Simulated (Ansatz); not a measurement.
Cost and result for the atomization energy of `FC[SiH2]CS` (12 atoms, 11 bonds).

Cartesian coordinates in Å:
```
F 1.0850 1.4644 1.5615
C 1.3912 0.9300 0.3098
Si -0.2147 0.5755 -0.6242
C -1.2346 -0.6640 0.3464
S -0.3958 -2.2683 0.4567
H 2.0242 1.6475 -0.2221
H 1.9678 0.0128 0.4644
H -0.9685 1.8456 -0.8121
H 0.1275 0.0040 -1.9567
H -2.2483 -0.7811 -0.0408
H -1.3193 -0.3115 1.3781
H -0.2146 -2.4548 -0.8610
```

Charge 0, multiplicity 1. The geometry is a stationary point of PBE0-D4/def2-TZVP. It is one conformer, not always the lowest. Program: Ansatz. All runs use 4 threads of an Arm Neoverse V2 on a shared host. Times are those of one run each, without the atoms' runs, and a repeat can differ threefold. Electronic energies, without spin–orbit coupling; frozen cores. CCSD(T)/CBS adds CCSD(T) − MP2 in def2-TZVPP to the MP2 limit, and its time is that of the two runs behind it. T1 = 0.011. B3LYP takes the VWN-RPA correlation (the form of Gaussian; ORCA's B3LYP/G).

CCSD(T)/CBS is a level of theory with its own doubt, some kJ/mol a heavy atom from the limit and from the frozen cores, so smaller differences don't rank the functionals.

```tsv
level	functions	wall time
PBE-D4/def2-TZVPP (with forces)	275	2.4 s
PBE0-D4/def2-TZVPP	275	3.1 s
r2SCAN-D4/def2-TZVPP (with forces)	275	4.6 s
B3LYP-D4/def2-TZVPP (with forces)	275	4.7 s
B2PLYP/def2-TZVPP	275	5.5 s
ωB97X-V/def2-TZVPP	275	7.5 s
ωB97M-V/def2-TZVPP (with forces)	275	11 s
MP2/def2-QZVPP	521	25 s
CCSD(T)/def2-TZVPP	275	3.3 min
CCSD(T)/CBS(def2)	–	3.8 min
```

Task: What atomization energy does each give, and how far from CCSD(T)/CBS? (Best estimate.)

Result: Ansatz gave: 
| level | atomization (kcal/mol) | difference from CCSD(T)/CBS | per bond |
| --- | --- | --- | --- |
| PBE-D4/def2-TZVPP (with forces) | 1002.6 | 13.9 | 1.3 |
| PBE0-D4/def2-TZVPP | 988.3 | -0.4 | 0.0 |
| r2SCAN-D4/def2-TZVPP (with forces) | 990.1 | 1.4 | 0.1 |
| B3LYP-D4/def2-TZVPP (with forces) | 986.7 | -2.0 | -0.2 |
| B2PLYP/def2-TZVPP | 974.6 | -14.1 | -1.3 |
| ωB97X-V/def2-TZVPP | 993.8 | 5.1 | 0.5 |
| ωB97M-V/def2-TZVPP (with forces) | 992.8 | 4.1 | 0.4 |
| MP2/def2-QZVPP | 987.9 | -0.8 | -0.1 |
| CCSD(T)/def2-TZVPP | 962.7 | -26.0 | -2.4 |
| CCSD(T)/CBS(def2) | 988.7 | 0.0 | 0.0 |

In def2-TZVPP, CCSD(T) changes the Hartree–Fock value by +238.9 kcal/mol (the triples alone add +13.5 kcal/mol) and MP2 by +248.7 kcal/mol; breaking electron pairs costs correlation energy, which Hartree–Fock lacks. The D4 term adds +10.2 kcal/mol with B3LYP and +5.4 kcal/mol with PBE0; it sums over pairs of atoms, weighted by their polarisabilities, and B3LYP, whose exchange is more repulsive, gets the larger term. From PBE to PBE0 (25 % exact exchange), in def2-TZVPP and without D4, the atomization energy moves by −13.3 kcal/mol: exact exchange takes away binding that semilocal exchange gives to molecules.
